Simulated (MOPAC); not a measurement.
Job for MOPAC: PM6 on BrHSi (SMILES [SiH]Br), a point of a bond scan (R = 2.040 Å).

```
PM6 1SCF PRECISE CHARGE=0 THREADS=1
BrHSi

Si    -0.89669569 1    -0.76104712 1     1.06218335 1
H     -1.89251546 1    -1.22928872 1     0.00776741 1
Br     0.28180556 1     0.22948253 1    -0.27636740 1
```

It printed:

```
*******************************************************************************
 **                                                                           **
 **                              MOPAC v23.2.5                                **
 **                                                                           **
 *******************************************************************************
 ** MOPAC's Digital Object Identifier: https://doi.org/10.5281/zenodo.6511958 **
 **                                                                           **
 ** Please cite the open-source release paper for use of this MOPAC version:  **
 ** J. E. Moussa and J. J. P. Stewart (2026)                                  **
 ** MOPAC: An open-source semiempirical molecular orbital program             **
 ** J. Open Source Softw., 11(119), 8025, https://doi.org/10.21105/joss.08025 **
 *******************************************************************************

                              PM6 CALCULATION RESULTS

 *******************************************************************************
 *  PM6        - The PM6 Hamiltonian to be used
 *
 *
 *
 *                 CHARGE ON SYSTEM = 0
 *
 *
 *
 *  PRECISE    - TIGHTER CRITERIA TO BE USED
 *  1SCF       - DO 1 SCF AND THEN STOP
 *  THREADS=1  - MULTI-THREADING NOT USED
 *  T=         - A TIME OF 172800.0 SECONDS REQUESTED
 *  DUMP=N     - RESTART FILE WRITTEN EVERY 7200.0 SECONDS REQUESTED
 *******************************************************************************
PM6 1SCF PRECISE CHARGE=0 THREADS=1
 BrHSi

   ATOM   CHEMICAL          X               Y               Z
  NUMBER   SYMBOL      (ANGSTROMS)     (ANGSTROMS)     (ANGSTROMS)

     1      Si         -0.89669569  *  -0.76104712  *   1.06218335  *
     2       H         -1.89251546  *  -1.22928872  *   0.00776741  *
     3      Br          0.28180556  *   0.22948253  *  -0.27636740  *



          CARTESIAN COORDINATES

    NO.       ATOM           X           Y           Z

     1        Si         -0.8967     -0.7610      1.0622
     2         H         -1.8925     -1.2293      0.0078
     3        Br          0.2818      0.2295     -0.2764

 General Reference for PM6:
 "Optimization of Parameters for Semiempirical Methods V: Modification of NDDO Approximations
 and Application to 70 Elements", J. J. P. Stewart, J. Mol. Mod., 13, 1173-1213 (2007)
 URL: https://link.springer.com/article/10.1007/s00894-007-0233-4

           Empirical Formula: H Si Br  =     3 atoms



      MOLECULAR POINT GROUP   :   Cs


      RHF CALCULATION, NO. OF DOUBLY OCCUPIED LEVELS = 6


 -------------------------------------------------------------------------------
 PM6 1SCF PRECISE CHARGE=0 THREADS=1
 BrHSi



     1SCF WAS SPECIFIED, SO BFGS WAS NOT USED
     SCF FIELD WAS ACHIEVED


                              PM6 CALCULATION
                                                       MOPAC v23.2.5 Linux




          FINAL HEAT OF FORMATION =         48.01248 KCAL/MOL =     200.88423 KJ/MOL


          COSMO AREA              =         98.04 SQUARE ANGSTROMS
          COSMO VOLUME            =         86.45 CUBIC ANGSTROMS

          IONIZATION POTENTIAL    =          7.667755 EV
          HOMO LUMO ENERGIES (EV) =         -7.668 -1.814
          NO. OF FILLED LEVELS    =          6
          MOLECULAR WEIGHT        =        108.9974         POINT GROUP:  Cs

          MOLECULAR DIMENSIONS (Angstroms)

            Atom       Atom       Distance
           Br     3    H     2     2.63371
            H     2   Si     1     1.17738
           Si     1   Br     3     0.00000


          SCF CALCULATIONS        =          1





   ATOM   CHEMICAL          X               Y               Z
  NUMBER   SYMBOL      (ANGSTROMS)     (ANGSTROMS)     (ANGSTROMS)

     1      Si         -0.89669569  *  -0.76104712  *   1.06218335  *
     2       H         -1.89251546  *  -1.22928872  *   0.00776741  *
     3      Br          0.28180556  *   0.22948253  *  -0.27636740  *

                             CARTESIAN COORDINATES

   1   Si       -0.896695690    -0.761047120     1.062183350
   2    H       -1.892515460    -1.229288720     0.007767410
   3   Br        0.281805560     0.229482530    -0.276367400


           Empirical Formula: H Si Br  =     3 atoms



      MOLECULAR POINT GROUP   :   Cs


                  EIGENVALUES
 -28.72180 -17.70010 -12.38732 -11.60636 -10.51171  -7.66775  -1.81421  -1.39024
   0.55476   1.64727   1.79472   1.95930   2.19735   4.04367 113.42781 113.43637
 113.57213 113.61624 113.64739


              NET ATOMIC CHARGES AND DIPOLE CONTRIBUTIONS

  ATOM NO.   TYPE          CHARGE      No. of ELECS.   s-Pop       p-Pop       d-Pop
    1         Si           0.202105        3.7979     1.81571     1.65386     0.32833
    2          H          -0.027866        1.0279     1.02787
    3         Br          -0.174239        7.1742     1.93146     5.23863     0.00415
 DIPOLE           X         Y         Z       TOTAL
 POINT-CHG.    -0.853    -0.766     1.261     1.705
 HYBRID        -0.010     0.193    -1.185     1.201
 SUM           -0.863    -0.573     0.076     1.039


          ATOMIC ORBITAL ELECTRON POPULATIONS

     Atom    s        px        py        pz      x^2-y^2     xz        z^2       yz        xy
    1 Si   1.81571   0.48433   0.28513   0.88440   0.05022   0.10958   0.03361   0.05090   0.08402
    2  H   1.02787
    3 Br   1.93146   1.75519   1.72016   1.76328   0.00043   0.00105   0.00080   0.00082   0.00105

 **********************
 *                    *
 * JOB ENDED NORMALLY *
 *                    *
 **********************




 == MOPAC DONE ==
```

The run finished.

Cost: around 0.020 core-seconds (rough).
